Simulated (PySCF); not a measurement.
Steps of a relaxation of [La(H2S)]3+

[La(H2S)]3+ (singlet). PySCF 2.14.0, RKS B3LYP, La lcecp-1-SVP with ECP46, S def2-SVP, H def2-SVP; non-relativistic Hamiltonian with scalar-relativistic core potentials where named; density fitting; no spin-orbit coupling. Origin of the start: template. Columns: position (Å) and force (eV/Å). Energies are counted from the last step; some of the 7 steps are shown. Forces carry noise of the integration grid, about 0.01 to 0.03 eV/Å.

Run from Python with OMP_NUM_THREADS=2. Where DIIS fails, smearing, a level shift and second-order steps follow.
It took 7.2 s on 2 threads of Arm Neoverse V2, on a shared host, from the converged density of the start.

```xyz
4
step 0  E = 0.055 eV
La    0.0000   -0.0087   -0.5883     0.00    0.04    0.06
S     0.0000   -0.0087    2.3717     0.00   -0.68   -0.36
H     0.9700    0.7413    2.9217     0.87    0.32    0.15
H    -0.9700    0.7413    2.9217    -0.87    0.32    0.15
```

```xyz
4
step 2  E = 0.001 eV
La    0.0000   -0.0044   -0.5706     0.00    0.02    0.07
S     0.0000    0.0012    2.3821     0.00   -0.03   -0.01
H     1.0413    0.7341    2.9077     0.00    0.01   -0.03
H    -1.0413    0.7341    2.9077     0.00    0.01   -0.03
```

```xyz
4
step 4  E = 0.000 eV
La    0.0000    0.0029   -0.5536     0.00    0.00    0.00
S     0.0000   -0.0131    2.3893     0.00    0.04    0.05
H     1.0405    0.7376    2.8956    -0.03   -0.02   -0.02
H    -1.0405    0.7376    2.8956     0.03   -0.02   -0.02
```

Question: Where does the relaxation end?

Answer: It converges at step 6 in Cs:
```xyz
4
step 6  E = 0
La    0.0000    0.0049   -0.5504
S     0.0000   -0.0158    2.3933
H     1.0393    0.7380    2.8920
H    -1.0393    0.7380    2.8920
```

Question: How did the contacts change?

Answer: 
| contact | start (Å) | end (Å) |
| --- | --- | --- |
| La1–S2 (H2S) | 2.960 | 2.944 |
